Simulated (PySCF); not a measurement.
## Orbital energies and ionisation energy

(H2Ga-mu-AsH2)2.
Structure used (PBE0-D3(BJ)/def2-SVP), in Å, numbered top down from 1:
```xyz
12
As2Ga2H8 angstrom
Ga    -0.428   -1.073   -1.512
H     -0.901   -0.314   -2.797
H     -0.277   -2.624   -1.363
As    -1.566   -0.110    0.530
Ga     0.444    1.069    1.515
H      0.921    0.328    2.809
H      0.288    2.618    1.347
As     1.586    0.091   -0.518
H     -2.200   -1.137    1.434
H     -2.775    0.750    0.264
H      2.243    1.105   -1.420
H      2.780   -0.785   -0.237
```

Level: wB97X-D/def2-SVPD (PySCF). Frontier orbitals with their largest atomic shares (Löwdin; up to four atoms above 4 %):

```
orbital  ε (eV)                              main atoms
 HOMO−3  -10.35  As8 22 %, As4 22 %, Ga5 10 %, Ga1 10 %
 HOMO−2  -10.31  Ga5 16 %, Ga1 15 %, As4 11 %, As8 11 %
 HOMO−1   -9.31  As4 29 %, As8 29 %, Ga1 14 %, Ga5 14 %
   HOMO   -8.96                                       ?
   LUMO    0.77  As8 24 %, As4 24 %, Ga5 12 %, Ga1 12 %
 LUMO+1    0.88  Ga1 22 %, Ga5 22 %, As4 15 %, As8 15 %
 LUMO+2    1.02  Ga1 23 %, Ga5 23 %, As4 15 %, As8 15 %
```

What vertical ionisation energy does ΔSCF give, and how far is −ε(HOMO) from it?

ΔSCF: 9.03 eV (871 kJ/mol; threshold wavelength 137 nm); ⟨S²⟩ of the doublet left behind is 0.759, against 0.75 for a pure doublet. −ε(HOMO) is 8.96 eV, 0.07 eV below it. In exact Kohn–Sham theory the two would be equal; wB97X-D (range-separated hybrid) comes within 0.07 eV of that here. Holes in the HOMO−1 and HOMO−2 were tried too where these lie within 1.2 eV of the HOMO; the lowest converged state counts.

On which atoms does the HOMO lie?

As8 (arsenic bonded to 2 Ga and 2 H) 20 %, As4 (arsenic bonded to 2 Ga and 2 H) 20 %, Ga1 (gallium bonded to 2 As and 2 H) 16 %, Ga5 (gallium bonded to 2 As and 2 H) 16 %, so no atom holds as much as 40 %. The HOMO−1 lies 0.35 eV lower.

How many of the 15 lowest singlet excitations (vertical TDDFT, same level) lie below the ionisation energy?

All 15; they run from 5.37 to 7.29 eV.

With α = 132.6 au, estimate the like-pair dispersion coefficient by London's formula C6 = (3/4)α²I.

I = 0.3317 Eh, so C6 ≈ 4370 au, a rough estimate.

Shift the occupied levels rigidly so that −ε(HOMO) equals the ΔSCF value. What binding energies result?

The shift is +0.07 eV: HOMO 9.03, HOMO−1 9.38, HOMO−2 10.38, HOMO−3 10.42 eV. A rigid shift is only a rough guide to the deeper ionisations.

What total energies stand behind the ΔSCF value?

E(N) = -8325.49752 Eh and E(N − 1) = -8325.16582 Eh at the same geometry, 0.33170 Eh apart.

One conformer (not necessarily the lowest) at the PBE0-D3(BJ)/def2-SVP geometry, without solvent, vibrations or thermal averaging. The calculation is non-relativistic, for gallium and arsenic too.

wB97X-D is run here without its empirical dispersion term; that term would change no orbital, density or response property at a fixed geometry.
